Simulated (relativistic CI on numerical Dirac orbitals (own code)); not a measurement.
**Cd IX: q coefficients and field-shift factors**

Computed by Dirac-Coulomb-Breit CI, KLI orbitals optimised for each configuration, derivatives by finite differences, unscaled Slater integrals, QED left out (own radial code, finite nucleus).

Configuration list (outside the closed core [Ar] 3d10): 4s2 4p6 4d4, 4s2 4p6 4d3 4f, 4s2 4p5 4d5, 4s2 4p6 4d3 5s, 4s2 4p6 4d2 5s2, 4s 4p6 4d5, 4s2 4p6 4d3 5d, 4s2 4p6 4d2 5p2. Levels of other configurations are missing.

With x = (α/α₀)² − 1 an excitation energy changes as ω = ω₀ + qx; K = 2q/ω₀ is the relative enhancement. Terms are leading LS components, so labels can repeat. The field-shift factor is F = δν/δ⟨r²⟩ for the transition from the lowest level.

Lowest level 4s2 4p6 4d4 5D_0.

| Level | ω₀ (cm⁻¹) | q (cm⁻¹) | F (GHz/fm²) |
| --- | --- | --- | --- |
| 4s2 4p6 4d4 5D_1 | 1546.9 | 2653 | 0.0264 |
| 4s2 4p6 4d4 5D_2 | 3751.1 | 5423 | 0.0548 |
| 4s2 4p6 4d4 5D_3 | 6212.2 | 7766 | 0.0808 |
| 4s2 4p6 4d4 5D_4 | 8783.4 | 9636 | 0.105 |
| 4s2 4p6 4d4 3P_0 | 25994.9 | -338.5 | 0.0716 |
| 4s2 4p6 4d4 3H_4 | 28357.5 | 1685 | 0.123 |
| 4s2 4p6 4d4 3H_5 | 31857.1 | 6345 | 0.188 |
| 4s2 4p6 4d4 3P_1 | 32264.5 | 5775 | 0.168 |
| 4s2 4p6 4d4 3G_3 | 32856.2 | 3951 | 0.109 |
| 4s2 4p6 4d4 3F_2 | 34112.2 | 5252 | 0.142 |
| 4s2 4p6 4d4 3H_6 | 34152.4 | 8250 | 0.224 |
| 4s2 4p6 4d4 3F_4 | 35822.7 | 9140 | 0.18 |
| 4s2 4p6 4d4 3P_2 | 39135.0 | 9752 | 0.186 |
| 4s2 4p6 4d4 3G_4 | 39665.9 | 8366 | 0.132 |
| 4s2 4p6 4d4 3F_3 | 39930.6 | 11060 | 0.181 |
| 4s2 4p6 4d4 3G_5 | 42530.3 | 13270 | 0.211 |
| 4s2 4p6 4d4 3D_3 | 45148.0 | 7237 | 0.0251 |
| 4s2 4p6 4d4 3D_2 | 46809.8 | 10290 | 0.124 |
| 4s2 4p6 4d4 3D_1 | 47791.7 | 11020 | 0.0669 |
| 4s2 4p6 4d4 1I_6 | 48110.9 | 11130 | 0.287 |
| 4s2 4p6 4d4 1G_4 | 51872.1 | 16190 | 0.199 |
| 4s2 4p6 4d4 1S_0 | 54305.3 | 13060 | -0.0206 |
| 4s2 4p6 4d4 1D_2 | 59684.0 | 11410 | 0.323 |

At this charge configurations can still be misplaced by up to about 7 % of their energy. Terms inside the open d or f shell come out 10 to 20 % too wide with unscaled integrals.

**Question.** Which transition from the lowest level has the largest |K|?

**Answer.** 4s2 4p6 4d4 5D_1 at 1546.9 cm⁻¹, K = 3.43.
